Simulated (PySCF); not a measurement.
How the method changes the constants of NaSe⁺

State: ³Σ⁻ (triplet), unpaired electrons π ↑↑. Set-up: PySCF, no relativity, basis sets Na def2-SVP, Se def2-SVP. De refers to Na⁺ + Se in their high-spin ground configurations, without counterpoise correction. The functionals are run spin-unrestricted. A positive dipole points towards Se; it is taken about the centre of mass and depends on that origin.

```tsv
Level	Re (Å)	ωe (cm⁻¹)	De (eV)	μ (D)	CPU s a point (SCF and correlation, without the integrals)
UHF	3.069	138	0.55	-9.76	0.096
UHF-MP2	3.060	141	0.59	n/a	0.18
UHF-SCS-MP2	3.064	140	0.59	n/a	n/a
UHF-CCSD	3.063	141	0.60	n/a	n/a
UHF-CCSD(T)	3.064	141	0.60	n/a	6
PBE	3.001	147	0.69	-8.97	0.52
r²SCAN	3.022	142	0.60	-9.37	0.7
M06-L	3.106	123	0.56	-9.78	0.69
TPSSh	3.017	144	0.63	-9.23	0.77
r²SCANh	3.017	143	0.60	-9.38	0.76
PBE0	2.997	147	0.64	-9.18	0.8
LC-ωPBE	2.996	145	0.59	-9.38	0.67
```

Question: Which functional lies closest to UHF-CCSD(T) in De, which farthest, and by how much do they differ from it?

Answer: Closest is r²SCAN (-4.2 pm in Re, +0.7 % in ωe, +0.00 eV in De against UHF-CCSD(T) in the same basis), farthest PBE (-6.3 pm in Re, +4.3 % in ωe, +0.09 eV in De). CCSD(T) converges more slowly with the basis than the functionals do and binds too weakly in this one, so the order can change at the basis-set limit.

Question: What does a quarter of exact exchange do here, going from PBE to PBE0?

Answer: PBE0 less PBE: -0.4 pm in Re, +0.0 % in ωe, -0.05 eV in De. Exact exchange removes part of the self-interaction that spreads semilocal densities, and in most molecules shortens and stiffens the bond and lowers De; so it does here.

Question: What does the step from GGA to meta-GGA do here, going from PBE to r²SCAN?

Answer: r²SCAN less PBE: +2.1 pm in Re, -3.4 % in ωe, -0.09 eV in De. 

Correlated steps freeze 10 core orbitals. Correlated levels converge slowly with the basis: in double zeta they bind strong bonds too weakly, by up to about 1 eV, and carry superposition errors of some tenths. Spin–orbit coupling is left out. For an ion De counts to the pair picked by the measured ionisation energies or electron affinities, which need not be the lowest pair at this level. The state is the lowest determinant that a PBE0 search found; another state may lie lower at other levels.

The whole job (state search and all levels along the bond) took about 2.3 min on 1 thread of Arm Neoverse V1 (shared host), peak memory 0.56 GiB.
